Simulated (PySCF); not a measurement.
## `InChI=1S/C8H16/c1-7-3-5-8(2)6-4-7/h7-8H,3-6H2,1-2H3/t7-,8-`

Molfile (atoms numbered from 1):
```
C8H16
     RDKit          3D

 24 24  0  0  0  0  0  0  0  0999 V2000
   -2.8955    0.3781   -0.0907 C   0  0  0  0  0  0  0  0  0  0  0  0
   -1.4281    0.0928   -0.3966 C   0  0  1  0  0  0  0  0  0  0  0  0
   -0.5696    1.3370   -0.1681 C   0  0  0  0  0  0  0  0  0  0  0  0
    0.8995    1.0534   -0.4678 C   0  0  0  0  0  0  0  0  0  0  0  0
    1.4272   -0.0915    0.3974 C   0  0  2  0  0  0  0  0  0  0  0  0
    2.8948   -0.3765    0.0909 C   0  0  0  0  0  0  0  0  0  0  0  0
    0.5682   -1.3354    0.1688 C   0  0  0  0  0  0  0  0  0  0  0  0
   -0.9006   -1.0516    0.4691 C   0  0  0  0  0  0  0  0  0  0  0  0
   -3.0167    0.6715    0.9500 H   0  0  0  0  0  0  0  0  0  0  0  0
   -3.2687    1.1843   -0.7186 H   0  0  0  0  0  0  0  0  0  0  0  0
   -3.5034   -0.5060   -0.2694 H   0  0  0  0  0  0  0  0  0  0  0  0
   -1.3412   -0.2005   -1.4493 H   0  0  0  0  0  0  0  0  0  0  0  0
   -0.6723    1.6563    0.8721 H   0  0  0  0  0  0  0  0  0  0  0  0
   -0.9237    2.1524   -0.8034 H   0  0  0  0  0  0  0  0  0  0  0  0
    1.4922    1.9541   -0.2906 H   0  0  0  0  0  0  0  0  0  0  0  0
    1.0090    0.7849   -1.5215 H   0  0  0  0  0  0  0  0  0  0  0  0
    1.3410    0.2013    1.4504 H   0  0  0  0  0  0  0  0  0  0  0  0
    3.0158   -0.6717   -0.9494 H   0  0  0  0  0  0  0  0  0  0  0  0
    3.5023    0.5085    0.2677 H   0  0  0  0  0  0  0  0  0  0  0  0
    3.2685   -1.1815    0.7201 H   0  0  0  0  0  0  0  0  0  0  0  0
    0.6701   -1.6542   -0.8716 H   0  0  0  0  0  0  0  0  0  0  0  0
    0.9230   -2.1510    0.8034 H   0  0  0  0  0  0  0  0  0  0  0  0
   -1.0100   -0.7829    1.5228 H   0  0  0  0  0  0  0  0  0  0  0  0
   -1.4935   -1.9519    0.2918 H   0  0  0  0  0  0  0  0  0  0  0  0
  1  2  1  0
  2  3  1  0
  3  4  1  0
  4  5  1  0
  5  6  1  0
  5  7  1  0
  7  8  1  0
  8  2  1  0
  1  9  1  0
  1 10  1  0
  1 11  1  0
  2 12  1  6
  3 13  1  0
  3 14  1  0
  4 15  1  0
  4 16  1  0
  5 17  1  1
  6 18  1  0
  6 19  1  0
  6 20  1  0
  7 21  1  0
  7 22  1  0
  8 23  1  0
  8 24  1  0
M  END
```

Computed, not measured: GIAO CAM-B3LYP/pcSseg-1 magnetisability, rotational g tensor and spin-rotation constants, non-relativistic, gas phase (PySCF 2.14.0). Geometry: GFN2-xTB.

(1) What are the magnetisability and the molar susceptibility?

(2) Split it along the inertial axes a, b, c into diamagnetic and paramagnetic parts about the centre of mass, with the quadrupole moment.

(3) And the rotational g tensor?

## Answers

(1) Isotropic -1564 × 10⁻³⁰ J/T², or -94.2 × 10⁻⁶ cm³/mol; principal values -1642, -1541, -1509 × 10⁻³⁰ J/T², anisotropy 120 × 10⁻³⁰ J/T² (root of half the summed squared differences of the principal values). The susceptibility is in cgs units.

(2) 
| axis | χ (10⁻⁶ cm³/mol) | diamagnetic (10⁻⁶ cm³/mol) | paramagnetic (10⁻⁶ cm³/mol) | summed x² of all electrons (Å²) | quadrupole Θ (D Å) |
| --- | --- | --- | --- | --- | --- |
| a | -98.8 | -441.2 | 342.5 | 229.8 | -1.90 |
| b | -92.8 | -1091.1 | 998.3 | 76.6 | +0.38 |
| c | -91.0 | -1300.2 | 1209.1 | 27.4 | +1.52 |

Anisotropies 2χaa − χbb − χcc = -13.7 and 2χbb − χaa − χcc = +4.2 × 10⁻⁶ cm³/mol. Θ is traceless in Buckingham's convention.

(3) 
```
axis  rotational constant (GHz)        g  nuclear part  electronic part
   a                     4.1620  +0.0062        0.6758          -0.6696
   b                     1.3375  -0.0026        0.6247          -0.6273
   c                     1.0936  -0.0034        0.6179          -0.6212
```
Asymmetric top; isotopes 12C, 1H; no vibrational averaging.
